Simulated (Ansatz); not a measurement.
Consider the redistribution: `NC[TeH]` + `BCC(N)F` → `NC(F)[TeH]` + `BCCN`.

Calculated with Ansatz (gas phase, PBE0-D4/def2-TZVP geometries, no zero-point term in ΔE). CBS: MP2 limit from def2 TZ/QZ plus the TZ coupled-cluster correction, frozen cores. DFT in def2-TZVPP. Elements past krypton have def2 core potentials. For Te outer-core shells are correlated without core-valence functions, which leaves a few kJ/mol of doubt a bond. One conformer a species, not always the lowest.

`NC[TeH]`:

Z-matrix (Å, degrees):
```
C
Te 1 2.168
N 1 1.439 2 107.9
H 1 1.095 2 106.1 3 -125.7
H 1 1.088 2 107.3 3 117.9
H 2 1.660 1 93.9 3 146.0
H 3 1.012 1 111.4 2 166.7
H 3 1.012 1 111.6 2 -71.4
```

`BCC(N)F`:

```xyz
12

B    -1.862   -0.122    0.525
C    -0.553   -0.419   -0.255
C     0.691    0.285    0.228
N     1.849   -0.103   -0.474
F     0.445    1.676    0.104
H    -2.922   -0.401    0.043
H    -1.831    0.319    1.637
H    -0.409   -1.507   -0.139
H    -0.671   -0.271   -1.336
H     0.849    0.126    1.299
H     2.670    0.396   -0.161
H     1.743    0.020   -1.472
```

`NC(F)[TeH]`:

Cartesian coordinates in Å:
```
N -0.888 0.436 0.900
C -0.287 -0.181 -0.203
F -0.404 -1.546 -0.119
Te 1.858 0.277 -0.387
H -0.339 0.451 1.746
H -1.311 1.327 0.700
H -0.771 0.141 -1.124
H 2.142 -0.906 -1.512
```

`BCCN`:

Cartesian coordinates in Å:
```
B 0.068 -1.024 -1.631
C 0.041 0.155 -0.625
C -0.176 -0.162 0.852
N -0.058 0.947 1.783
H 0.013 -0.814 -2.809
H 0.199 -2.158 -1.260
H -0.628 0.958 -0.963
H 1.051 0.592 -0.763
H 0.531 -0.939 1.160
H -1.170 -0.599 0.985
H -0.729 1.672 1.557
H 0.860 1.372 1.713
```

CCSD(T)/CBS gives +38.4 kJ/mol.

(1) Another level gave +32.8 kJ/mol. Which?
A. PBE0/def2-TZVPP
B. HF/def2-TZVPP
C. PBE-D4/def2-TZVPP
D. ωB97X-V/def2-TZVPP

Largest T1 diagnostic among the species: 0.012.

Answers

(1) A. PBE0 32.8, PBE-D4 28.1, HF/def2-TZVPP 45.0, ωB97X-V 37.8 kJ/mol.

From PBE to PBE0 (25 % exact exchange), in def2-TZVPP and without D4, ΔE moves by +4.8 kJ/mol. In def2-TZVPP, CCSD(T) changes the Hartree–Fock value by −6.0 kJ/mol (the triples alone add −1.6 kJ/mol) and MP2 by −5.5 kJ/mol.
